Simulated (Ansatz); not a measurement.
Born–Oppenheimer molecular dynamics of a periodic cell of 17 atoms, Si (host Si, host structure diamond, interstitial Si). It starts from a relaxed structure.

These are results of DFT LDA, scalar-relativistic, plane waves, PAW (Ansatz), not measurements. Settings: accuracy low, PAW set soft_1, cutoff 420 eV, k mesh 2x2x2, fermi-dirac smearing 0.05 eV, no spin polarisation.

```json
{"ensemble": "NVT, Nosé–Hoover chain", "time step": "2 fs", "steps asked": "190", "set temperature": "900 K", "thermostat": "time constant 200 fs, chain length 3", "seed": "411345"}
```

Frames 4 fs apart, positions in Å, forces in eV/Å.

Velocities at 260 fs (Å/ps):

```
Si -7.80 2.52 1.22
Si 5.66 -6.95 -1.09
Si -0.27 1.98 -6.68
Si 4.92 -2.12 2.93
Si 3.28 -5.81 6.34
Si 7.20 2.47 0.35
Si 5.28 -5.44 -5.21
Si -7.07 3.72 -8.55
Si -0.58 -1.15 -2.32
Si -7.09 -0.73 -2.12
Si -0.69 1.10 4.35
Si 0.55 -3.56 0.50
Si 0.89 1.34 -4.34
Si -3.13 4.51 6.99
Si 1.34 1.97 2.66
Si 1.36 5.40 1.94
Si -3.82 0.75 3.03
```

```xyz
17
Lattice="0.0000 5.4300 5.4300 5.4300 0.0000 5.4300 5.4300 5.4300 0.0000" Properties=species:S:1:pos:R:3:forces:R:3 time_fs=260 energy_less_start_eV=1.211 T=612
Si 0.083 -0.084 0.095 -0.09 -0.11 0.36
Si 1.255 1.558 1.462 0.00 -0.68 -0.20
Si 2.631 2.678 -0.042 0.01 -0.18 0.02
Si 4.031 3.817 1.407 0.05 0.91 -0.44
Si 2.635 -0.026 2.578 0.50 0.48 0.82
Si 4.038 1.183 4.235 0.33 -0.60 -1.58
Si 5.370 2.654 2.879 -0.21 -1.71 -0.72
Si 6.738 3.998 4.030 1.88 -0.21 0.57
Si 0.069 3.052 2.824 0.02 -0.17 -0.01
Si 1.659 4.154 4.224 -1.47 0.63 -0.82
Si 2.770 5.428 2.655 -0.59 0.13 -0.89
Si 3.992 6.972 3.870 0.58 0.20 0.61
Si 2.784 2.638 5.395 0.61 0.35 1.57
Si 4.125 4.153 6.723 -0.19 -0.21 -0.48
Si 5.385 5.439 5.175 -0.26 1.22 2.11
Si 6.773 6.872 6.732 -0.72 -0.97 0.36
Si 5.389 5.318 2.767 -0.45 0.91 -1.30
17
Lattice="0.0000 5.4300 5.4300 5.4300 0.0000 5.4300 5.4300 5.4300 0.0000" Properties=species:S:1:pos:R:3:forces:R:3 time_fs=264 energy_less_start_eV=1.182 T=631
Si 0.052 -0.074 0.101 0.31 -0.34 0.41
Si 1.278 1.528 1.457 -0.06 -0.46 -0.14
Si 2.630 2.685 -0.068 -0.04 -0.11 0.25
Si 4.051 3.811 1.417 -0.31 0.91 -0.62
Si 2.649 -0.048 2.606 0.35 0.81 0.80
Si 4.068 1.192 4.232 0.00 -0.50 -1.62
Si 5.391 2.628 2.856 -0.29 -1.55 -0.54
Si 6.715 4.012 3.997 2.09 -0.49 1.02
Si 0.067 3.047 2.814 0.05 -0.37 -0.11
Si 1.626 4.153 4.213 -1.37 0.59 -0.61
Si 2.766 5.432 2.670 -0.66 0.00 -1.03
Si 3.996 6.958 3.874 0.64 0.41 0.64
Si 2.789 2.644 5.382 0.55 0.50 1.58
Si 4.112 4.170 6.749 0.01 -0.44 -0.82
Si 5.390 5.450 5.192 -0.27 1.12 2.12
Si 6.777 6.890 6.741 -0.44 -1.16 0.12
Si 5.372 5.324 2.776 -0.54 1.08 -1.45
17
Lattice="0.0000 5.4300 5.4300 5.4300 0.0000 5.4300 5.4300 5.4300 0.0000" Properties=species:S:1:pos:R:3:forces:R:3 time_fs=268 energy_less_start_eV=1.084 T=685
Si 0.022 -0.067 0.109 0.65 -0.53 0.41
Si 1.300 1.496 1.452 -0.10 -0.21 -0.10
Si 2.629 2.692 -0.093 -0.06 -0.07 0.49
Si 4.069 3.810 1.425 -0.61 0.83 -0.74
Si 2.666 -0.065 2.638 0.21 1.08 0.72
Si 4.098 1.197 4.220 -0.37 -0.34 -1.49
Si 5.410 2.593 2.830 -0.33 -1.15 -0.26
Si 6.703 4.024 3.970 1.91 -0.65 1.30
Si 0.065 3.040 2.804 0.05 -0.54 -0.25
Si 1.586 4.155 4.199 -1.11 0.47 -0.31
Si 2.758 5.437 2.679 -0.70 -0.09 -1.06
Si 4.003 6.947 3.881 0.62 0.57 0.65
Si 2.798 2.653 5.377 0.41 0.61 1.42
Si 4.099 4.185 6.771 0.22 -0.64 -1.08
Si 5.393 5.468 5.220 -0.20 0.90 1.91
Si 6.778 6.903 6.750 -0.08 -1.32 -0.19
Si 5.353 5.335 2.776 -0.51 1.10 -1.41
17
Lattice="0.0000 5.4300 5.4300 5.4300 0.0000 5.4300 5.4300 5.4300 0.0000" Properties=species:S:1:pos:R:3:forces:R:3 time_fs=272 energy_less_start_eV=0.943 T=759
Si -0.004 -0.061 0.119 0.88 -0.63 0.33
Si 1.322 1.462 1.445 -0.12 0.04 -0.05
Si 2.627 2.699 -0.116 -0.05 -0.08 0.72
Si 4.084 3.814 1.427 -0.83 0.67 -0.77
Si 2.683 -0.077 2.674 0.12 1.27 0.57
Si 4.125 1.201 4.200 -0.72 -0.18 -1.19
Si 5.427 2.551 2.803 -0.35 -0.53 0.07
Si 6.702 4.032 3.950 1.39 -0.69 1.39
Si 0.063 3.030 2.793 0.02 -0.68 -0.40
Si 1.540 4.160 4.184 -0.73 0.31 0.00
Si 2.746 5.441 2.683 -0.69 -0.15 -0.98
Si 4.014 6.939 3.892 0.52 0.64 0.63
Si 2.808 2.666 5.381 0.24 0.66 1.11
Si 4.087 4.197 6.787 0.40 -0.77 -1.20
Si 5.395 5.490 5.259 -0.08 0.61 1.51
Si 6.779 6.908 6.758 0.34 -1.43 -0.55
Si 5.330 5.353 2.769 -0.34 0.94 -1.19
17
Lattice="0.0000 5.4300 5.4300 5.4300 0.0000 5.4300 5.4300 5.4300 0.0000" Properties=species:S:1:pos:R:3:forces:R:3 time_fs=276 energy_less_start_eV=0.817 T=826
Si -0.026 -0.060 0.132 0.98 -0.60 0.15
Si 1.344 1.429 1.439 -0.11 0.26 -0.02
Si 2.626 2.705 -0.135 -0.02 -0.10 0.91
Si 4.094 3.821 1.426 -0.95 0.45 -0.71
Si 2.702 -0.081 2.714 0.09 1.34 0.31
Si 4.149 1.204 4.173 -0.99 -0.06 -0.71
Si 5.442 2.507 2.776 -0.41 0.21 0.37
Si 6.708 4.036 3.938 0.68 -0.62 1.34
Si 0.061 3.015 2.779 -0.02 -0.77 -0.53
Si 1.489 4.166 4.168 -0.27 0.15 0.29
Si 2.730 5.445 2.681 -0.62 -0.18 -0.79
Si 4.028 6.934 3.906 0.34 0.65 0.61
Si 2.820 2.682 5.390 0.06 0.63 0.71
Si 4.077 4.204 6.797 0.50 -0.79 -1.17
Si 5.397 5.516 5.306 0.04 0.28 0.99
Si 6.782 6.906 6.764 0.77 -1.47 -0.91
Si 5.306 5.376 2.756 -0.06 0.64 -0.86
17
Lattice="0.0000 5.4300 5.4300 5.4300 0.0000 5.4300 5.4300 5.4300 0.0000" Properties=species:S:1:pos:R:3:forces:R:3 time_fs=280 energy_less_start_eV=0.761 T=860
Si -0.043 -0.061 0.145 0.95 -0.44 -0.12
Si 1.365 1.397 1.432 -0.08 0.44 0.01
Si 2.624 2.710 -0.149 0.02 -0.14 1.06
Si 4.099 3.830 1.421 -1.00 0.18 -0.57
Si 2.721 -0.079 2.755 0.07 1.25 -0.05
Si 4.168 1.206 4.142 -1.14 0.02 -0.08
Si 5.456 2.463 2.751 -0.46 0.92 0.56
Si 6.718 4.037 3.933 -0.04 -0.47 1.21
Si 0.060 2.997 2.762 -0.04 -0.82 -0.63
Si 1.437 4.173 4.154 0.19 0.00 0.50
Si 2.711 5.447 2.675 -0.48 -0.20 -0.51
Si 4.043 6.933 3.924 0.13 0.58 0.59
Si 2.832 2.702 5.403 -0.13 0.52 0.26
Si 4.070 4.207 6.801 0.52 -0.69 -0.96
Si 5.399 5.544 5.359 0.10 -0.06 0.42
Si 6.789 6.895 6.764 1.15 -1.38 -1.16
Si 5.281 5.402 2.737 0.23 0.29 -0.52
17
Lattice="0.0000 5.4300 5.4300 5.4300 0.0000 5.4300 5.4300 5.4300 0.0000" Properties=species:S:1:pos:R:3:forces:R:3 time_fs=284 energy_less_start_eV=0.797 T=849
Si -0.054 -0.066 0.157 0.85 -0.20 -0.44
Si 1.385 1.367 1.425 -0.04 0.57 0.03
Si 2.622 2.715 -0.158 0.06 -0.17 1.16
Si 4.099 3.841 1.413 -0.99 -0.10 -0.38
Si 2.740 -0.069 2.796 0.00 0.98 -0.47
Si 4.181 1.208 4.111 -1.14 0.10 0.63
Si 5.466 2.425 2.729 -0.43 1.51 0.58
Si 6.728 4.036 3.934 -0.65 -0.26 1.03
Si 0.058 2.974 2.742 -0.03 -0.80 -0.67
Si 1.386 4.180 4.142 0.60 -0.15 0.59
Si 2.688 5.449 2.666 -0.27 -0.25 -0.19
Si 4.060 6.934 3.945 -0.06 0.46 0.57
Si 2.844 2.724 5.418 -0.34 0.34 -0.21
Si 4.066 4.207 6.799 0.50 -0.49 -0.62
Si 5.401 5.571 5.414 0.08 -0.40 -0.17
Si 6.802 6.877 6.758 1.40 -1.11 -1.23
Si 5.257 5.430 2.716 0.46 -0.03 -0.21
17
Lattice="0.0000 5.4300 5.4300 5.4300 0.0000 5.4300 5.4300 5.4300 0.0000" Properties=species:S:1:pos:R:3:forces:R:3 time_fs=288 energy_less_start_eV=0.917 T=798
Si -0.061 -0.071 0.167 0.69 0.06 -0.73
Si 1.405 1.340 1.419 -0.01 0.67 0.05
Si 2.620 2.719 -0.160 0.07 -0.21 1.19
Si 4.093 3.851 1.403 -0.92 -0.34 -0.17
Si 2.760 -0.054 2.835 -0.20 0.52 -0.90
Si 4.187 1.212 4.083 -0.98 0.23 1.33
Si 5.475 2.394 2.710 -0.29 1.89 0.44
Si 6.734 4.032 3.942 -1.08 -0.02 0.82
Si 0.056 2.947 2.718 0.03 -0.70 -0.62
Si 1.337 4.186 4.133 0.93 -0.30 0.53
Si 2.665 5.449 2.656 -0.02 -0.36 0.17
Si 4.076 6.939 3.969 -0.20 0.32 0.51
Si 2.854 2.749 5.432 -0.54 0.13 -0.66
Si 4.065 4.203 6.794 0.46 -0.25 -0.18
Si 5.404 5.596 5.469 -0.02 -0.74 -0.76
Si 6.823 6.853 6.745 1.49 -0.62 -1.08
Si 5.236 5.458 2.693 0.59 -0.28 0.07
17
Lattice="0.0000 5.4300 5.4300 5.4300 0.0000 5.4300 5.4300 5.4300 0.0000" Properties=species:S:1:pos:R:3:forces:R:3 time_fs=292 energy_less_start_eV=1.092 T=720
Si -0.064 -0.076 0.173 0.50 0.29 -0.92
Si 1.426 1.317 1.412 0.01 0.72 0.05
Si 2.619 2.722 -0.155 0.04 -0.24 1.16
Si 4.082 3.860 1.392 -0.80 -0.50 0.04
Si 2.778 -0.037 2.869 -0.51 -0.05 -1.27
Si 4.188 1.216 4.063 -0.69 0.46 1.89
Si 5.482 2.374 2.693 -0.06 2.06 0.20
Si 6.735 4.029 3.953 -1.30 0.23 0.60
Si 0.054 2.916 2.691 0.12 -0.54 -0.47
Si 1.294 4.191 4.127 1.17 -0.47 0.36
Si 2.641 5.447 2.647 0.26 -0.53 0.52
Si 4.091 6.945 3.997 -0.27 0.16 0.39
Si 2.861 2.774 5.442 -0.73 -0.10 -1.05
Si 4.066 4.199 6.788 0.42 -0.01 0.26
Si 5.407 5.617 5.520 -0.18 -1.04 -1.30
Si 6.852 6.825 6.727 1.41 0.01 -0.77
Si 5.218 5.485 2.671 0.60 -0.45 0.30
17
Lattice="0.0000 5.4300 5.4300 5.4300 0.0000 5.4300 5.4300 5.4300 0.0000" Properties=species:S:1:pos:R:3:forces:R:3 time_fs=296 energy_less_start_eV=1.266 T=641
Si -0.064 -0.079 0.174 0.29 0.45 -0.98
Si 1.446 1.297 1.406 0.02 0.71 0.05
Si 2.618 2.724 -0.144 -0.02 -0.24 1.04
Si 4.067 3.865 1.381 -0.62 -0.54 0.22
Si 2.794 -0.019 2.897 -0.86 -0.62 -1.53
Si 4.185 1.223 4.053 -0.32 0.75 2.23
Si 5.489 2.364 2.677 0.16 2.01 -0.04
Si 6.728 4.027 3.968 -1.34 0.43 0.41
Si 0.053 2.881 2.661 0.21 -0.34 -0.26
Si 1.257 4.193 4.124 1.32 -0.66 0.12
Si 2.619 5.442 2.641 0.55 -0.69 0.84
Si 4.104 6.952 4.026 -0.30 0.00 0.24
Si 2.863 2.799 5.446 -0.86 -0.30 -1.34
Si 4.069 4.194 6.783 0.37 0.19 0.64
Si 5.408 5.633 5.564 -0.34 -1.25 -1.72
Si 6.889 6.797 6.704 1.19 0.65 -0.41
Si 5.203 5.509 2.650 0.54 -0.56 0.49
17
Lattice="0.0000 5.4300 5.4300 5.4300 0.0000 5.4300 5.4300 5.4300 0.0000" Properties=species:S:1:pos:R:3:forces:R:3 time_fs=300 energy_less_start_eV=1.371 T=595
Si -0.062 -0.080 0.170 0.09 0.54 -0.89
Si 1.467 1.282 1.400 0.01 0.64 0.03
Si 2.617 2.724 -0.127 -0.13 -0.19 0.84
Si 4.048 3.868 1.371 -0.40 -0.49 0.37
Si 2.805 -0.005 2.916 -1.11 -1.07 -1.63
Si 4.181 1.234 4.054 0.01 1.01 2.27
Si 5.496 2.366 2.661 0.31 1.81 -0.19
Si 6.714 4.028 3.986 -1.24 0.57 0.26
Si 0.052 2.845 2.629 0.27 -0.12 0.01
Si 1.226 4.192 4.120 1.38 -0.84 -0.13
Si 2.599 5.433 2.639 0.80 -0.80 1.08
Si 4.117 6.959 4.057 -0.29 -0.15 0.06
Si 2.861 2.823 5.444 -0.89 -0.41 -1.50
Si 4.075 4.190 6.782 0.28 0.28 0.89
Si 5.408 5.641 5.598 -0.39 -1.32 -1.97
Si 6.933 6.773 6.678 0.85 1.14 -0.12
Si 5.191 5.531 2.631 0.42 -0.62 0.62
17
Lattice="0.0000 5.4300 5.4300 5.4300 0.0000 5.4300 5.4300 5.4300 0.0000" Properties=species:S:1:pos:R:3:forces:R:3 time_fs=304 energy_less_start_eV=1.362 T=604
Si -0.060 -0.078 0.161 -0.06 0.54 -0.70
Si 1.488 1.270 1.395 -0.02 0.53 0.00
Si 2.615 2.723 -0.106 -0.26 -0.11 0.55
Si 4.027 3.868 1.363 -0.13 -0.35 0.48
Si 2.810 0.004 2.926 -1.16 -1.28 -1.50
Si 4.176 1.251 4.068 0.21 1.16 1.97
Si 5.505 2.378 2.644 0.34 1.52 -0.22
Si 6.693 4.031 4.005 -1.04 0.63 0.16
Si 0.054 2.808 2.597 0.30 0.08 0.28
Si 1.204 4.185 4.117 1.36 -0.98 -0.35
Si 2.584 5.420 2.643 1.00 -0.79 1.19
Si 4.127 6.965 4.088 -0.28 -0.27 -0.13
Si 2.855 2.844 5.432 -0.79 -0.40 -1.49
Si 4.082 4.188 6.785 0.12 0.26 0.99
Si 5.406 5.643 5.622 -0.28 -1.23 -2.03
Si 6.981 6.755 6.652 0.41 1.37 0.10
Si 5.181 5.549 2.616 0.29 -0.66 0.70
```

Of the whole run (380 fs, mean temperature of the second half 556 K): The conserved energy stayed within 0.41 meV per atom of its start (net change 0.32 meV per atom), so the integration is sound. The mean temperature of the second half is 38 % below the set value. A run of 0.38 ps of so small a system gives no equilibrium averages. Limits of this set-up: coarse k mesh, PAW files made for another functional, a small cell, in which the defect meets its images, low accuracy level.

Run time: 12 min on 1 thread of Arm Neoverse V2, with other jobs on the host, peak memory 0.55 GiB.
